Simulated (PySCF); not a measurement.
C6H15Al, SMILES C[CH2][Al]([CH2]C)[CH2]C.

The structure is a stationary point at PBE0-D3(BJ)/def2-SVP. The isomer is the one that the SMILES or the coordinates give; other isomers of the formula were not compared. One conformer was computed; it need not be the lowest.

The numbers are results of r2SCAN/def2-SVP in PySCF, not measurements.

Gas-phase values at a fixed geometry.

Computed frontier levels, gap, dipole moment and polarisability:
- highest occupied level: -5.88 eV
- lowest empty level: -0.85 eV
- orbital gap: 5.03 eV
- dipole moment: 0.14 D
- quadrupole, principal values (traceless, Buckingham form, about the centre of nuclear charge): -4.51, -1.89, 6.40 D·Å
- mean static polarisability: 90.3 bohr³ (13.38 Å³)
- polarisability, principal values: 73.0, 94.1, 103.7 bohr³
